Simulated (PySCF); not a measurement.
PBE on P (phosphorus, neutral), [Ne] 3s1 3p3 3d1, high-spin 6D determinant (an excited configuration). Computed with PySCF 2.14 in aug-cc-pVTZ-DK (6s5p3d2f, 50 functions), with scalar relativity by spin-free X2C-1e.

```
cycle= 1 E= -341.405323168077  delta_E= -0.00503  |g|= 0.0305  |ddm|= 0.207
cycle= 2 E= -341.405439338805  delta_E= -0.000116  |g|= 0.01  |ddm|= 0.041
cycle= 3 E= -341.405451697505  delta_E= -1.24e-05  |g|= 0.000417  |ddm|= 0.00756
cycle= 4 E= -341.405451836098  delta_E= -1.39e-07  |g|= 0.000108  |ddm|= 0.00178
cycle= 5 E= -341.405451844786  delta_E= -8.69e-09  |g|= 1.72e-06  |ddm|= 0.000303
cycle= 6 E= -341.40545184479  delta_E= -3.35e-12  |g|= 6.43e-08  |ddm|= 1.15e-05
converged SCF energy = -341.40545184479  <S^2> = 8.7500085  2S+1 = 6.0000028
```

Highest occupied orbital energy: 0.628 eV; ⟨L²⟩ = 6.01; populations by l: s 5.00, p 9.00, d 1.00, f 0.00.

Problem. Can this result be used?

Solution. Not for this state. The run converged. The outer electron is Rydberg-like, and this basis confines it to a smaller radius and binds it less than a complete one would. At PBE the highest occupied level has a positive energy, so only the finite basis holds that electron; for this excited configuration the basis is too tight for the outer shell.
